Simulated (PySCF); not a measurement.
Stepwise substitution at one centre (Al NH2-I). Gas-phase values, no solvent. Strings in code marks are SMILES.

The S1 excitation (TDA) from two functionals at the same geometries (B3LYP-D3(BJ)/def2-TZVP), both in PySCF: PBE-D3(BJ)/def2-TZVP and ωB97X-D3(BJ)/def2-TZVP. Excitations are Tamm–Dancoff values on a coarser integration grid. The basis has no diffuse functions, so Rydberg states are missing or too high.

```json
[
 {"species": "0 of 3 NH2 replaced by I (`[NH2][Al]([NH2])[NH2]`)", "PBE-D3(BJ)/def2-TZVP (eV)": "4.87"},
 {"species": "1 of 3 NH2 replaced by I", "PBE-D3(BJ)/def2-TZVP (eV)": "4.81"},
 {"species": "3 of 3 NH2 replaced by I (`[I][Al]([I])[I]`)", "PBE-D3(BJ)/def2-TZVP (eV)": "4.00"}
]
```

What does ωB97X-D3(BJ)/def2-TZVP give for each?


- 0 of 3 NH2 replaced by I (`[NH2][Al]([NH2])[NH2]`): 6.11
- 1 of 3 NH2 replaced by I: 6.13
- 3 of 3 NH2 replaced by I (`[I][Al]([I])[I]`): 5.23
Over these rows, drawn at random from the members with no instability flagged (it was tested for open shells, ions and some series alone), PBE minus ωB97X-D3(BJ): mean -1.26 eV, from -1.31 eV to -1.23 eV.
